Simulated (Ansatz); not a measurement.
Geometry optimisation, RKS B3LYP-D4/def2-SVP (Ansatz).

The input (input.yaml):

```yaml
crystal:
  periodic: [false, false, false]
  atoms:
    - { symbol: "N", position_ang: [-0.5956, 1.0709, 0.8633] }
    - { symbol: B, position_ang: [0.0972, -0.102, 0.3047] }
    - { symbol: "N", position_ang: [0.3601, -1.289, 1.1946] }
    - { symbol: C, position_ang: [0.6762, -0.1181, -1.213] }
    - { symbol: O, position_ang: [0.2802, 1.0586, -1.885] }
    - { symbol: H, position_ang: [-0.8787, 0.9452, 1.851] }
    - { symbol: H, position_ang: [-1.524, 1.1788, 0.3403] }
    - { symbol: H, position_ang: [-0.4854, -1.6196, 1.5636] }
    - { symbol: H, position_ang: [0.939, -0.9166, 2.0691] }
    - { symbol: H, position_ang: [1.7072, -0.2486, -1.1885] }
    - { symbol: H, position_ang: [0.1453, -1.0032, -1.7123] }
    - { symbol: H, position_ang: [-0.6445, 0.9884, -2.1538] }
basis:
  gaussian: { orbitals: def2-SVP }
hamiltonian:
  xc: b3lyp
  dispersion: d4
relax:
  f_tol: 0.02
  max_steps: 50
output:
  orbitals: {}
```

Command:

```bash
$ ansatz run input.yaml --threads 2 --pin off --max-ram 3072MiB --backend cpu --events-out ev --progress --plain --runs-dir out
```

Where does it end, and by what steps?

The run converged. After 15 steps the energy has fallen by 1.871 eV; H9 moved furthest, 1.51 Å.

```
step  energy less start (eV)  largest force component (eV/Å)  accepted
   0                  0.0000                           5.119       yes
   1                 -0.6993                           1.648       yes
   2                 -0.9793                           1.644       yes
   3                 -1.1641                           1.362       yes
   4                 -1.3306                           0.973       yes
   5                 -1.5020                           0.628       yes
   6                 -1.6503                           0.576       yes
   7                 -1.7515                           0.459       yes
   8                 -1.8196                           0.253       yes
   9                 -1.8298                           1.089       yes
  10                 -1.8419                           0.799       yes
  11                 -1.8689                           0.135       yes
  12                 -1.8674                           0.207        no
  13                 -1.8705                           0.033       yes
  14                 -1.8709                           0.060       yes
  15                 -1.8713                           0.011       yes
```

```xyz
12
Properties=species:S:1:pos:R:3
N -0.896 0.941 0.755
B -0.018 -0.113 0.411
N 0.263 -1.205 1.270
C 0.667 -0.030 -1.033
O 0.047 0.917 -1.908
H -1.364 1.053 1.645
H -0.966 1.741 0.137
H -0.093 -1.296 2.213
H 0.857 -1.975 0.993
H 1.714 0.306 -0.917
H 0.737 -1.032 -1.510
H -0.871 0.637 -2.022
```

Run time: 29 s on 2 threads of AMD EPYC 9R14 (Zen 4), on a shared host, peak memory 0.23 GiB.
